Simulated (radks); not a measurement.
Polarisability of the oxygen ion O3+, [He] 2s2 2p1, at imaginary frequency. Calculated with a radial shooting solver on a logarithmic mesh with Libxc functionals: scalar-relativistic Kohn-Sham, LDA (Slater exchange, Perdew-Wang correlation), spin-polarised, spherical densities, finite nucleus; open shells are filled with parallel spins first; Fermi nuclear charge, rms radius 2.6991 fm. Response by self-consistent Sternheimer equations with the Hartree and adiabatic LDA kernel, the relativistic mass of each level held fixed and spin-orbit coupling left out.

| w (hartree) | alpha1(iw) (bohr^3) |
|---|---|
| 0.00266 | 1.337 |
| 0.0143 | 1.337 |
| 0.0360 | 1.334 |
| 0.0697 | 1.326 |
| 0.118 | 1.306 |
| 0.186 | 1.263 |
| 0.280 | 1.183 |
| 0.413 | 1.051 |
| 0.605 | 0.8678 |
| 0.892 | 0.6566 |
| 1.35 | 0.4528 |
| 2.12 | 0.2777 |
| 3.59 | 0.1403 |
| 6.94 | 0.05116 |
| 17.5 | 0.01085 |

Static values: alpha1 = 1.337 bohr^3 (0.1982 angstrom^3; uncoupled 2.224). C6 = 1.238, triple-dipole C9 = 1.149 atomic units. One-pole (London) frequency 4 C6 / (3 alpha1^2) = 0.923 hartree, against 2.438 for minus the highest occupied eigenvalue.
